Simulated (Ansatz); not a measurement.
H4INSSi (`N[SiH](S)I`). Total charge 0; spin multiplicity 1. I takes the def2 core potential.

```xyz
8

N    -0.7910    0.5278    1.0902
Si   -0.1757   -0.0816   -0.3697
S     1.6279    0.9871   -0.7120
I     0.3306   -2.4976   -0.4231
H    -1.7652    0.4062    1.3168
H    -0.2133    0.5565    1.9154
H    -1.2169    0.1024   -1.4023
H     2.2035   -0.0009   -1.4153
```

Task: List the harmonic frequencies (cm⁻¹, unscaled) at PBE0-D4/def2-TZVP in Ansatz. (Best estimate.)

Result: Computed: 128, 172, 205, 225, 314, 338, 435, 529, 705, 744, 805, 897, 913, 1576, 2257, 2722, 3599, 3697.

Task: Is this a minimum?

Result: Yes, all 18 modes are real.

Task: Give the ideal-gas thermochemistry at 298.15 K and 1 bar (rigid rotor, harmonic oscillator; point group C1, symmetry number 1).

Result: Zero-point energy 121.2 kJ/mol; H(298) − E = 141.6 kJ/mol; entropy 356.2 J/(mol·K), of which translation 175.2, rotation 120.6, vibration 60.3; G(298) − E = 35.5 kJ/mol.
